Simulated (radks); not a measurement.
Results of a calculation; reference values are marked as such.
All-electron atom: O3+ in [He] 2s1 2p2 (not the ground configuration). Level of theory: non-relativistic Kohn-Sham, BP86, spin-polarised, spherical densities, point nucleus; open shells are filled with parallel spins first (a radial shooting solver on a logarithmic mesh with Libxc functionals).

X-ray form factor f0, the Fourier transform of the density (f0(0) = 5):

sin(theta)/lambda (1/angstrom),f0 (electrons)
0.05,4.941
0.1,4.770
0.15,4.509
0.2,4.185
0.25,3.830
0.3,3.471
0.4,2.823
0.5,2.327
0.6,1.983
0.8,1.596
1,1.383
1.25,1.175
1.5,0.985
2,0.662
